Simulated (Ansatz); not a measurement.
Stepwise reaction of `[NH2][Ga]([NH2])[NH2]` with water, as a gas-phase model of exchange steps in deposition or etching. ΔE in kJ/mol; ΔG adds harmonic PBE0-D4 terms to CCSD(T)/CBS, at 1 bar.

Gas-phase electronic energies from Ansatz, PBE0-D4/def2-TZVP geometries. CBS: MP2 limit from def2 TZ/QZ plus the TZ coupled-cluster correction, frozen cores. This one scheme is used for every species. Functionals use def2-TZVPP. B3LYP here is the variant with VWN-RPA as its local correlation; programs differ in this. For Ga outer-core shells are correlated without core-valence functions, which leaves a few kJ/mol of doubt a bond. Scalar relativity is left out up to krypton. Each species was taken in one conformer, which may not be the lowest.

| step | reaction | PBE-D4 | B3LYP-D4 | ωB97M-V | CCSD(T)/CBS | ΔG(600 K) |
| --- | --- | --- | --- | --- | --- | --- |
| 1 | `[NH2][Ga]([NH2])[NH2]` + H₂O → `[NH2][Ga]([NH2])[OH]` + NH₃ | -27.0 | -27.8 | -26.9 | -21.8 | -16.6 |
| 2 | `[NH2][Ga]([NH2])[OH]` + H₂O → `[NH2][Ga]([OH])[OH]` + NH₃ | -25.8 | -26.3 | -25.3 | -20.2 | -14.4 |
| 3 | `[NH2][Ga]([OH])[OH]` + H₂O → `[OH][Ga]([OH])[OH]` + NH₃ | -23.6 | -23.7 | -22.7 | -17.5 | -5.7 |

Question: By hand: ΔE of the 3 steps together at CCSD(T)/CBS.

Answer: (-21.8) + (-20.2) + (-17.5) = -59.5 kJ/mol, or -19.8 kJ/mol a step.

In ΔE the steps differ by no more than 4.3 kJ/mol. All are downhill at CCSD(T)/CBS. ΔG lies between -16.6 and -5.7 kJ/mol a step. PBE-D4 differs from CCSD(T)/CBS by -6.1 to -5.2 kJ/mol a step. Isolated molecules leave out the surface, adducts and barriers. Largest T1 diagnostic: 0.014.
